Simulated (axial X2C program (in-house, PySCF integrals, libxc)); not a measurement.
What spin–orbit coupling does to TiN

All values were computed with an in-house all-electron X2C program for linear molecules (integrals from PySCF). Spin-free means the one-electron spin-free X2C Hamiltonian; two-component (2c) means X2C with spin–orbit coupling and atomic mean-field two-electron Coulomb and Gaunt terms, so the difference of the two also holds small scalar two-electron terms. Basis: Ti dyall-cv3z [10s10p6d4f2g], N dyall-av3z [7s7p3d2f] (cores contracted in-house); Gaussian nuclei, density fitting, unrestricted open shells. Masses: Ti 47.948 u, N 14.003 u.

Spin-free state: M_S = 1/2, Λ = 0 (beyond evenly filled blocks: σα); fragments Ti + N.

```csv
level,Re (Å),ωe (cm⁻¹),De (eV),μ (D)
BLYP,1.585,1073.6,6.085,-3.65
```

Dipoles are positive if N is the positive end.

Two-component determinant lowest at the distance of the search:

Ω = 1/2 (⟨Sz⟩ = 0.50, ⟨Lz⟩ = 0.00 at BLYP); fragments Ti + N.

```csv
level,Re (Å),ωe (cm⁻¹),μ (D)
BLYP,1.585,1073.4,-3.65
```

Problem. From the two tables, how do the constants change at the BLYP level (2c against spin-free)?

Solution. At the BLYP level Re is unchanged within 0.001 Å and ωe is unchanged to within 0.2 cm⁻¹.

Occupations by symmetry block were frozen at the best pattern of an incomplete PBE0 search. Dissociation energies refer to the lowest single-determinant-based atoms at the same level and basis. De is not given where an atomic determinant may have missed its ground term or J level, or where the truncated virtual space spoils (T). Density functionals use the spin component along the axis (collinear). The functionals have no current-density term, which raises determinants with orbital currents, atoms included.
